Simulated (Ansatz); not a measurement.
Reaction (ligand exchange at a B–O bond): `COB(F)O[SiH3]` + H₂S → `FB(S)O[SiH3]` + CH₃OH

Computed with Ansatz on PBE0-D4/def2-TZVP structures; ΔE is electronic, products minus reactants. CCSD(T)/CBS adds triple-zeta CCSD(T) − MP2 to the extrapolated MP2 energy (def2 sets, frozen cores). This one scheme is used for every species. Functionals use def2-TZVPP. Each species was taken in one conformer, which may not be the lowest.

`COB(F)O[SiH3]`:

```xyz
12

C     2.000    0.916    0.286
O     0.698    0.366    0.225
B     0.202   -0.232   -0.881
F     0.929   -0.335   -1.994
O    -1.050   -0.741   -0.879
Si   -2.189   -0.776    0.321
H     2.530    0.804   -0.662
H     2.560    0.410    1.074
H     1.922    1.976    0.533
H    -1.680   -1.530    1.493
H    -3.373   -1.462   -0.246
H    -2.550    0.604    0.730
```

H₂S:

```xyz
3

S    -0.421    0.428    0.153
H     0.045   -0.674    0.758
H     0.375    0.246   -0.911
```

`FB(S)O[SiH3]`:

```xyz
9

F    -2.258    1.083   -0.056
B    -0.966    0.774   -0.047
S     0.273    2.101   -0.157
O    -0.621   -0.521    0.045
Si    0.759   -1.430    0.097
H    -0.630    3.091   -0.219
H     0.770   -2.167    1.381
H     0.722   -2.377   -1.041
H     1.952   -0.553   -0.003
```

CH₃OH:

Cartesian coordinates in Å:
```
C 0.318 -0.147 0.065
O -1.015 -0.086 -0.388
H 0.676 -1.158 -0.132
H 0.402 0.039 1.143
H 0.972 0.555 -0.465
H -1.353 0.797 -0.223
```

```
        species  r2SCAN0-D4 energy (Eh)
`COB(F)O[SiH3]`              -606.46742
            H₂S              -399.37011
 `FB(S)O[SiH3]`              -890.11831
          CH₃OH              -115.69182
```

(1) Work out ΔE.

Largest T1 diagnostic among the species: 0.013.

## Answers

(1) ΔE = (-890.11831) + (-115.69182) − (-606.46742) − (-399.37011) = 0.02740 Eh = +71.9 kJ/mol. CCSD(T)/CBS gives +71.5 kJ/mol.

At CCSD(T), def2-SVP lies +16.1 kJ/mol from the extrapolated value and def2-TZVPP +2.7 kJ/mol. From BLYP to BHLYP (50 % exact exchange), in def2-TZVPP and without D4, ΔE moves by +10.7 kJ/mol.
